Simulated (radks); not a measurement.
Question: Spherical quantum dot in the effective-mass picture: electrons in a parabolic well V = omega^2 r^2 / 2 with omega = 0.338, with a point charge +1 (a donor) at the centre, all in effective atomic units (hartree* = m*/eps^2 hartree, bohr* = eps/m* bohr), one dielectric constant everywhere. Calculated with a radial shooting solver with Libxc functionals: non-relativistic Kohn-Sham, PBEsol, spin-polarised, spherical densities. Levels are named by radial order and angular momentum (1s, 1p, 1d, 2s, ...), and open shells are averaged over m. At N = 19 the configuration is 1s2 1p6 1d(up 5, down 4) 2s2. Does electron 20 go into 1d down or 1f down or 1f up?

Answer: Into 1d down. The total energies of the other choices lie higher by 0.151 hartree* (1f up), 0.158 hartree* (1f down).
